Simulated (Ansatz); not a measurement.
`FC1=CO[SiH2]C1` → 3 C• + F• + 5 H• + O• + Si•  (atomization)

Isolated molecules relaxed with PBE0-D4/def2-TZVP in Ansatz; ΔE leaves out vibrations. CBS: MP2 limit from def2 TZ/QZ plus the TZ coupled-cluster correction, frozen cores. This one scheme is used for every species, atoms too. Functionals use def2-TZVPP. B3LYP here is the variant with VWN-RPA as its local correlation; programs differ in this. No spin–orbit coupling; open shells (•) take unrestricted orbitals. Spin–orbit coupling would lower the free atoms: a little for C, F, O, Si.

(1) What is ΔE at CCSD(T)/CBS? (Estimate.)

(2) What do these levels give: PBE-D4, PBE0-D4, B3LYP-D4, PBE0, SCS-MP2/def2-QZVPP, CCSD/CBS(def2)? (Best estimate.)

Largest T1 diagnostic among the species: 0.013.

## Answers

(1) The calculation gave: +46.69 eV.

(2) Ansatz gave: PBE-D4 48.07, PBE0-D4 46.99, B3LYP-D4 46.60, PBE0 46.77, SCS-MP2/def2-QZVPP 46.93, CCSD/CBS(def2) 45.86 eV.

The D4 term adds +0.42 eV with B3LYP and +0.22 eV with PBE0; it sums over pairs of atoms, weighted by their polarisabilities, and B3LYP, whose exchange is more repulsive, gets the larger term. From PBE to PBE0 (25 % exact exchange), in def2-TZVPP and without D4, ΔE moves by −1.04 eV: exact exchange takes away binding that semilocal exchange gives to molecules.

For atomizations the MP2-based limit and the directly extrapolated one differ by several kJ/mol either way, and by 10 to 25 for some Ge, Se and Sn compounds, so smaller differences from it don't rank the levels.
